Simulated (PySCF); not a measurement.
Ga(F)2(vinyl) (C2H3F2Ga), SMILES C=[CH][Ga]([F])[F]. Coordinates come from a PBE-D3(BJ)/def2-SVP optimisation. The structure was generated by enumeration; whether it is a known compound was not checked. The values are those of a single conformer.

Problem. Give the equilibrium geometry at PBE-D3(BJ)/def2-SVP (PySCF confirms it by a frequency run) as Cartesian coordinates in Å, and its point group. (Estimate from the structure and the level; the computed values follow.)

Solution. Several could match; the one computed here: point group Cs.
```xyz
8

Ga     0.0438    -0.3201     0.0000
F      0.9678    -1.8217     0.0000
F     -1.7007    -0.5973     0.0000
C      0.7664     1.4751     0.0000
C     -0.0635     2.5375     0.0000
H      1.8600     1.6201     0.0000
H      0.3207     3.5735     0.0000
H     -1.1610     2.4247     0.0000
```
Charge 0, spin multiplicity 1.
